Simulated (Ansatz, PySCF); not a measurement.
Energy difference 2 R1 → P1, each structure at its B3LYP-D3(BJ)/def2-TZVP stationary point, reached from a drawn start (curvature not checked).
R1: OSi (SMILES [O+]#[Si-]), charge 0, multiplicity 1.
P1, O2Si2 (charge 0, multiplicity 1):
```xyz
4

Si     1.22981     0.00000     0.00000
Si    -1.22981     0.00000     0.00000
O      0.00000     1.17275     0.00000
O      0.00000    -1.17275     0.00000
```

P less R. No zero-point or thermal terms.

Correlated levels freeze the cores.

Codes used: Ansatz (Gaussian basis) for Hartree–Fock, density functionals and correlated methods; PySCF for the D3/D4 terms. Each number belongs to the level named beside it.

| level | reaction energy (kJ/mol) |
|---|---|
| revPBE/def2-TZVPP | -192.6 |
| B3LYP/def2-TZVPP | -213.0 |
| B3LYP-D4/def2-TZVPP | -226.7 |
| PBE0-D4/def2-TZVPP | -257.8 |
| BHLYP-D3(BJ)/def2-TZVPP | -266.5 |
| BHLYP-D4/def2-TZVPP | -266.2 |
| B2PLYP/def2-TZVPP | ___ |
| SCS-MP2/cc-pV(T+d)Z | ___ |
| CCSD/cc-pV(T+d)Z | ___ |

### Question
Complete the blanks.

### Answer

- B2PLYP/def2-TZVPP, reaction energy (kJ/mol): -209.8
- SCS-MP2/cc-pV(T+d)Z, reaction energy (kJ/mol): -208.4
- CCSD/cc-pV(T+d)Z, reaction energy (kJ/mol): -233.2

Ansatz is an electronic-structure program.
